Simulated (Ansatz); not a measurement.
Task: Predict a relaxed structure of GaH2(NH2) (GaNH₄), charge 0, singlet, at r2SCAN-D4/def2-TZVP (Ansatz).

Result: 
Cartesian coordinates in Å:
```
Ga -0.1903 -0.6909 0.4836
H 0.0480 -2.0797 -0.1718
H -0.7321 -0.4058 1.9121
N 0.2083 0.7576 -0.5306
H 0.1017 1.7103 -0.2220
H 0.5644 0.7085 -1.4713
```
Point group C2v (tolerance 0.1 Å). This is one stationary point.
